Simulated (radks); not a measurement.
Values are calculated unless marked as measured or tabulated.
Cd III, 46 electrons, occupied as [Kr] 4d10.

Code: a radial shooting solver on a logarithmic mesh with Libxc functionals. Model: Dirac Kohn-Sham, PBEsol, spin-unpolarised, spherical densities, finite nucleus; Fermi nuclear charge, rms radius 4.6087 fm.

Energy parts (eV):
total: -152175.158
kinetic: 159553.344
electron-nucleus: -368421.939
Hartree: 60818.895
exchange-correlation: -4125.459

Orbitals (lengths in bohr, moments of r in powers of bohr; r(max) is where P^2 peaks):
orbital	occ.	eigenvalue (eV)	<r^2>	r(max)	<r>
1s1/2	2	-26512.61	0.001251	0.01968	0.03041
2s1/2	2	-3951.251	0.02039	0.1114	0.1313
2p1/2	2	-3680.393	0.01521	0.08598	0.1112
2p3/2	4	-3488.088	0.01652	0.09032	0.1164
3s1/2	2	-751.5171	0.1470	0.3242	0.3583
3p1/2	2	-642.9328	0.1422	0.3105	0.3496
3p3/2	4	-608.5911	0.1510	0.3206	0.3606
3d3/2	4	-416.2031	0.1319	0.2640	0.3328
3d5/2	6	-409.2222	0.1345	0.2669	0.3363
4s1/2	2	-124.6340	0.8768	0.7956	0.8795
4p1/2	2	-89.8167	1.011	0.8287	0.9392
4p3/2	4	-83.9776	1.079	0.8539	0.9702
4d3/2	4	-30.8667	1.849	0.9747	1.242
4d5/2	6	-30.1475	1.900	0.9855	1.259

The highest occupied level is 4d5/2 at -30.148 eV. The density falls to 0.001 e/bohr^3 at r = 3.24 bohr. Summed over all electrons, <r^2> = 29.54 bohr^2, which gives a Langevin (diamagnetic) susceptibility term of -23.4 x 10^-6 cm^3/mol. The electron density at the nucleus is 1.592e+05 e/bohr^3.
